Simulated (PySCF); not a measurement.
A TDDFT job was run through a driver script with this input:

```
{"job": {"kind": "uv", "xc": "B3LYP", "basis": "def2-SVPD", "nstates": 8, "ntriplets": 3}, "charge": 0, "multiplicity": 1}
C      2.981636    -1.136811     1.245823
N      2.249719    -0.307779     0.638852
C      0.896374    -0.519320     0.541390
C      0.061730     0.367300    -0.032882
C      0.608137     1.647249    -0.596156
B     -1.473373     0.072880    -0.080576
N     -2.376733     1.085706    -0.353415
P     -2.132990    -1.682765     0.345523
H      2.609255    -2.047089     1.729487
H      4.042739    -0.944636     1.300286
H      0.489728    -1.448434     0.960353
H      1.693926     1.636215    -0.574020
H      0.265657     1.787329    -1.620684
H      0.254979     2.492219    -0.004552
H     -3.375360     0.956799    -0.365333
H     -2.104575     2.041451    -0.515974
H     -3.278655    -1.627383    -0.433176
H     -1.420956    -2.366614    -0.623262
```

Output:

```
coarse grid: 15384 points
cycle   1  E = -633.7272552668  dE =  8.736e-01  |g| = 5.401e-01  |ddm| = 9.441e+00
cycle   2  E = -633.6082831805  dE =  1.190e-01  |g| = 8.619e-01  |ddm| = 2.889e+00
cycle   3  E = -633.7989122730  dE = -1.906e-01  |g| = 1.663e-01  |ddm| = 1.699e+00
cycle   4  E = -633.8062520267  dE = -7.340e-03  |g| = 4.419e-02  |ddm| = 3.320e-01
cycle   5  E = -633.8066392459  dE = -3.872e-04  |g| = 1.977e-02  |ddm| = 7.876e-02
cycle   6  E = -633.8067338091  dE = -9.456e-05  |g| = 4.312e-03  |ddm| = 3.818e-02
cycle   7  E = -633.8067387834  dE = -4.974e-06  |g| = 8.562e-04  |ddm| = 1.091e-02
final grid: 143672 points
cycle   8  E = -633.8917732786  dE = -5.531e-05  |g| = 5.931e-03  |ddm| = 2.346e-01
cycle   9  E = -633.8917677896  dE =  5.489e-06  |g| = 7.666e-03  |ddm| = 3.047e-02
cycle  10  E = -633.8917821398  dE = -1.435e-05  |g| = 1.389e-03  |ddm| = 1.484e-02
cycle  11  E = -633.8917825791  dE = -4.393e-07  |g| = 2.523e-04  |ddm| = 2.122e-03
cycle  12  E = -633.8917825891  dE = -9.984e-09  |g| = 1.394e-04  |ddm| = 6.402e-04
cycle  13  E = -633.8917825938  dE = -4.680e-09  |g| = 3.244e-05  |ddm| = 2.940e-04
cycle  14  E = -633.8917825940  dE = -2.510e-10  |g| = 9.847e-06  |ddm| = 8.461e-05
converged SCF energy = -633.8917825940

Static polarisability (au): isotropic 116.220, principal 73.507 113.880 161.271

Singlet excitations
state   eV       nm        f      main configurations
  1   3.9191    316.4   0.01534   H-2->L 0.47, H->L 0.34, H-1->L 0.18
  2   4.2498    291.7   0.04813   H-2->L 0.49, H->L 0.44
  3   4.9355    251.2   0.53369   H-1->L 0.74, H->L 0.20
  4   5.6275    220.3   0.01001   H->L+1 0.94
  5   5.6648    218.9   0.00222   H-3->L 0.87
  6   5.9888    207.0   0.00033   H-1->L+1 0.89
  7   6.0523    204.9   0.02303   H->L+2 0.81
  8   6.3162    196.3   0.00216   H-2->L+2 0.42, H-1->L+2 0.30, H-4->L 0.10

Triplet excitations (Tamm-Dancoff, eV): 2.8928 3.5680 4.0154
```

Method: TDDFT B3LYP/def2-SVPD, vertical, gas phase, core orbitals frozen in the response (PySCF 2.14.0, density-fitted response routines). Isolated species at its GFN2-xTB geometry (one conformer only).

Q: What is the polarisability anisotropy, √(½[(α1 − α2)² + (α2 − α3)² + (α3 − α1)²])?

A: 76.09 au.

Q: What share of the summed oscillator strength falls to the strongest level in this window?

A: State 3 at 251 nm: 0.5337 of 0.6349, or 84%.

Q: What is the gap between the lowest singlet and the lowest triplet?

A: 3.9191 − 2.8928 = 1.0263 eV (full response against Tamm–Dancoff).

Q: How many basis functions and electrons does this run hold?

A: 244 basis functions for 68 electrons in 34 doubly occupied orbitals.

Q: What is the total energy of state 3 at this geometry?

A: -633.89178 + 0.18138 = -633.71040 hartree.

Q: Write the structure that the coordinates describe.

A: `C=N/C=C(\C)B(N)P` (C4H10BN2P), point group C1.

The SCF starts on a coarse grid; the energy jumps when the final grid takes over, and dE counts afresh there. H and L stand for HOMO and LUMO.

The run took 2.6 min wall, 2.1 min CPU on Intel Xeon at 2.50 GHz, one thread, shared host with 64 logical CPUs at a one-minute load of 58, and the process peaked at 1.0 GiB of memory.

Shape of the structure used: `[CH2:1]=[N:2]/[CH:3]=[C:4](\[CH3:5])[B:6]([NH2:7])[PH2:8]`: C1–N2–C3–C4 176°, C3–C4–B6–N7 164°, H–N7–B6–C4 -178°, H–N7–B6–C4 -1°, H–P8–B6–C4 -152°, H–P8–B6–C4 -58°.
